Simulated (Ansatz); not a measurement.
Geometry optimisation, Ansatz 0.2.0, RKS PBE-D4/cc-pVDZ.

input.yaml

```yaml
crystal:
  periodic: [false, false, false]
  atoms:
    - { symbol: C, position_ang: [-1.3415, 1.2767, -0.0772] }
    - { symbol: Si, position_ang: [-0.1679, 0.3163, 0.8981] }
    - { symbol: B, position_ang: [1.114, -0.4598, -0.3141] }
    - { symbol: "N", position_ang: [1.379, -1.9616, -0.3804] }
    - { symbol: H, position_ang: [-1.901, 0.6558, -0.8373] }
    - { symbol: H, position_ang: [-2.1395, 1.7833, 0.5953] }
    - { symbol: H, position_ang: [-0.8298, 2.1322, -0.626] }
    - { symbol: H, position_ang: [-0.8341, -0.735, 1.6079] }
    - { symbol: H, position_ang: [0.52, 1.209, 1.9091] }
    - { symbol: H, position_ang: [1.8274, 0.2463, -0.9386] }
    - { symbol: H, position_ang: [2.0258, -2.171, -1.0749] }
    - { symbol: H, position_ang: [0.4246, -2.3473, -0.7277] }
basis:
  gaussian: { orbitals: cc-pVDZ }
hamiltonian:
  xc: pbe
  dispersion: d4
relax:
  f_tol: 0.015
  max_steps: 40
```

Run as:

```bash
$ ansatz run input.yaml --threads 2 --pin off --max-ram 3072MiB --backend cpu --events-out ev --progress --plain --runs-dir out
```

**Question.** Where does it end, and by what steps?

**Answer.** It converged. After 12 steps the energy has fallen by 1.270 eV; H12 moved furthest, 0.81 Å.

```json
{"step": "0", "energy less start (eV)": "0.0000", "largest force component (eV/Å)": "4.288", "accepted": "yes"}
{"step": "1", "energy less start (eV)": "-0.7244", "largest force component (eV/Å)": "2.409", "accepted": "yes"}
{"step": "2", "energy less start (eV)": "-1.0164", "largest force component (eV/Å)": "1.679", "accepted": "yes"}
{"step": "3", "energy less start (eV)": "-1.1421", "largest force component (eV/Å)": "1.849", "accepted": "yes"}
{"step": "4", "energy less start (eV)": "-1.2367", "largest force component (eV/Å)": "0.974", "accepted": "yes"}
{"step": "5", "energy less start (eV)": "-1.2236", "largest force component (eV/Å)": "0.444", "accepted": "no"}
{"step": "6", "energy less start (eV)": "-1.2650", "largest force component (eV/Å)": "0.275", "accepted": "yes"}
{"step": "7", "energy less start (eV)": "-1.2681", "largest force component (eV/Å)": "0.025", "accepted": "yes"}
{"step": "8", "energy less start (eV)": "-1.2688", "largest force component (eV/Å)": "0.106", "accepted": "yes"}
{"step": "9", "energy less start (eV)": "-1.2694", "largest force component (eV/Å)": "0.091", "accepted": "yes"}
{"step": "10", "energy less start (eV)": "-1.2698", "largest force component (eV/Å)": "0.040", "accepted": "yes"}
{"step": "11", "energy less start (eV)": "-1.2701", "largest force component (eV/Å)": "0.017", "accepted": "yes"}
{"step": "12", "energy less start (eV)": "-1.2702", "largest force component (eV/Å)": "0.010", "accepted": "yes"}
```

```xyz
12
Properties=species:S:1:pos:R:3
C -1.434 1.444 -0.070
Si -0.217 0.263 0.809
B 1.188 -0.491 -0.443
N 1.365 -1.871 -0.565
H -1.989 0.914 -0.870
H -2.170 1.861 0.646
H -0.884 2.287 -0.536
H -1.013 -0.855 1.466
H 0.447 1.028 1.940
H 1.908 0.224 -1.120
H 2.061 -2.301 -1.178
H 0.815 -2.557 -0.044
```

Whether the end is a true minimum wasn't checked by a vibrational analysis.

Run time: 25 s on 2 threads of Arm Neoverse V1, with other jobs on the host, peak memory 0.15 GiB.
